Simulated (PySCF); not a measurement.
C4H7F, SMILES C(=C/CC)/F. Atoms are numbered in the order given.

```xyz
12

C     -1.9543     0.8762    -0.4053
C     -0.7754    -0.0229    -0.7984
C     -0.1555    -0.7198     0.3784
C      1.1039    -0.5741     0.7854
F      1.9816     0.2222     0.1512
H     -2.4053     1.3483    -1.2924
H     -1.6300     1.6759     0.2792
H     -2.7439     0.3008     0.1057
H     -1.1277    -0.7825    -1.5200
H     -0.0054     0.5680    -1.3177
H     -0.7827    -1.3912     0.9741
H      1.5487    -1.0756     1.6496
```

Coordinates come from a B3LYP-D3(BJ)/def2-SVP optimisation. Other conformers were not sampled.

Method: SMD-M06-2X/def2-SVP run with PySCF.

Solvation free energies are E(SMD) − E(gas) at the gas-phase geometry, for 1 M in both phases. In vacuum the dipole moment is 1.37 D.

Problem. Estimate the solvation free energies in water, 1-octanol, acetone. (Estimate from the structure and the level; the computed values follow.)

Solution. 
| solvent | ΔG(solv) (kcal/mol) | its non-electrostatic (CDS) part | dipole (D) |
|---|---|---|---|
| water | 1.0 | 3.9 | 1.77 |
| 1-octanol | -2.2 | 0.3 | 1.71 |
| acetone | -3.1 | -0.4 | 1.74 |
